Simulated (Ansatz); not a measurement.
A thermochemical cycle in electronic energies (no zero-point or thermal terms), species as SMILES, kcal/mol. Structures are relaxed separately at B3LYP-D3(BJ)/def2-TZVP in Ansatz (an electronic-structure program), one conformer each, not searched for the lowest. Cores are frozen in the correlated levels unless marked. Open shells are spin-unrestricted. No spin-orbit coupling. Frozen are the shells of the preceding noble gas and the d and f shells that filled before the atom's block. Non-relativistic. Basis-set limits of correlation are two-point, X^-3; Hartree-Fock from the larger set. Anions need diffuse functions, of which def2-TZVPD holds fewer than the aug- sets.

```json
[
 {"step": "bond energy D: OB(Br)Br → [O]B(Br)Br + H atom", "CCSD(T)/CBS(aug-cc-pVTZ,aug-cc-pVQZ) (Ansatz)": "120.1", "PBE0-D4/def2-TZVPD (Ansatz + dftd4)": "112.8"},
 {"step": "electron affinity EA, positive where the anion is bound: [O]B(Br)Br + e- → [O-]B(Br)Br", "CCSD(T)/CBS(aug-cc-pVTZ,aug-cc-pVQZ) (Ansatz)": "103.3", "PBE0-D4/def2-TZVPD (Ansatz + dftd4)": "94.9"},
 {"step": "ionisation of the H atom at the same level, IE", "CCSD(T)/CBS(aug-cc-pVTZ,aug-cc-pVQZ) (Ansatz)": "313.7", "PBE0-D4/def2-TZVPD (Ansatz + dftd4)": "314.4"}
]
```

Q: Find the deprotonation energy A: OB(Br)Br -> [O-]B(Br)Br + H+.

A: Breaking the bond, ionising the H atom and attaching the electron to the radical add up to the deprotonation, A = D + IE - EA. At CCSD(T)/CBS(aug-cc-pVTZ,aug-cc-pVQZ): A = D + IE - EA = 120.1 + 313.7 - 103.3 = 330.5. At PBE0-D4/def2-TZVPD: A = D + IE - EA = 112.8 + 314.4 - 94.9 = 332.3. The functional differs from the first level by -7.3 in D, -8.4 in EA and +1.8 in A; for EA and A the gap mixes functional and basis.
